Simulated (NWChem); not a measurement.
**ClGa**

```xyz
2

Ga     0.0000     0.0000    -0.7909
Cl     0.0000     0.0000     1.4423
```
Charge 0, spin multiplicity 1.

Everything below was run with NWChem. The geometry was optimised at B3LYP/def2-SVP, a minimum by its harmonic frequencies.

The field's frequency is 0.0428 Ha (1065 nm).

The Hamiltonian is non-relativistic. B3LYP has NWChem's definition, with VWN1-RPA local correlation. The structure started from a generated list of species.

Q: Give the polarisability tensor in bohr³ at B3LYP/aug-cc-pVDZ, VWN1-RPA local correlation, in the frame of the coordinates, and its isotropic mean.

A: 
```
41.18   0.00   0.00
 0.00  41.18   0.00
 0.00   0.00  65.53
```
Mean (one third of the trace): 49.30 bohr³.
